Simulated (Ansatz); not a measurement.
A CCSD(T) single point on `F[Si](F)(O[SiH3])O[SiH3]`.

```yaml
crystal:
  periodic: [false, false, false]
  atoms:
    - {symbol: F, position_ang: [-2.712608, -0.636299, -0.054061]}
    - {symbol: Si, position_ang: [-1.166516, -0.931443, -0.042502]}
    - {symbol: F, position_ang: [-0.997199, -2.496930, 0.009576]}
    - {symbol: O, position_ang: [-0.503237, -0.395457, -1.393808]}
    - {symbol: Si, position_ang: [0.287793, 0.777503, -2.225998]}
    - {symbol: O, position_ang: [-0.535846, -0.266090, 1.266141]}
    - {symbol: Si, position_ang: [0.736447, 0.069780, 2.247267]}
    - {symbol: H, position_ang: [0.923150, 1.720163, -1.269928]}
    - {symbol: H, position_ang: [-0.680836, 1.505054, -3.079741]}
    - {symbol: H, position_ang: [1.325113, 0.132847, -3.064162]}
    - {symbol: H, position_ang: [0.475214, 1.369952, 2.906960]}
    - {symbol: H, position_ang: [0.869539, -1.002388, 3.261940]}
    - {symbol: H, position_ang: [1.978976, 0.153296, 1.438328]}
basis:
  gaussian: {orbitals: def2-TZVPP}
correlation: {method: ccsd_t}
```

```sh
$ ansatz run in.yaml --threads 2 --pin off --events-out ev --progress --plain --max-ram 32768MiB --backend cuda --devices 0, --max-vram 18GiB
```

Log, shortened:

```
Functional definition: HF
1998 factors; integrals over basis functions are off by at most 9.5e-4 eV
mean field evaluation 1: about -33177.1157 eV, gradient 5.6e1 eV
mean field evaluation 2: about -33177.4949 eV, gradient 5.7e1 eV
mean field evaluation 4: about -33183.0736 eV, gradient 3.8e0 eV
mean field evaluation 8: about -33183.1522 eV, gradient 3.2e-1 eV
mean field -33183.15247639 eV, -1219.4583611589 hartree, gradient 3.4e-6 eV, S^2 0.000000; 0 other end points of the search recorded, 0 dependent functions left out
19 core orbitals not correlated: weight in the atoms' cores, before any rotation towards them, 1.000 or more for the frozen orbitals, at most 0.000 for the correlated occupied ones
reference -33183.15247639 eV, -1219.4583611589 hartree; 22, 22 occupied and 293, 293 virtual orbitals, 1998 factors
second order -35.78480148 eV of doubles, -0.00000000 eV of singles
cycle   1  -36.01780691 eV  change   -2.3e-1 eV  update   1.2e-1
cycle   2  -36.84847293 eV  change   -8.3e-1 eV  update   3.5e-2
cycle   3  -37.02939651 eV  change   -1.8e-1 eV  update   1.7e-2
cycle   4  -37.00397390 eV  change    2.5e-2 eV  update   3.1e-3
cycle   5  -37.00297716 eV  change    1.0e-3 eV  update   1.3e-3
cycle   6  -37.00394932 eV  change   -9.7e-4 eV  update   3.2e-4
cycle   7  -37.00372494 eV  change    2.2e-4 eV  update   1.1e-4
cycle   8  -37.00364393 eV  change    8.1e-5 eV  update   3.0e-5
cycle   9  -37.00364744 eV  change   -3.5e-6 eV  update   1.2e-5
perturbative correction -1.14359688 eV, -0.0420264101 hartree
Total energy: -33221.29972071 eV, -1220.8602465303 hartree
```

Run time 17 s (2 threads of an AMD EPYC 7R13 on a shared host and a share of an NVIDIA H100 80 GB); peak host memory 0.84 GiB.

MP2 recovers 93.8 % of the CCSD(T) correlation energy and the triples give 3.0 %; T1 = 0.0114.
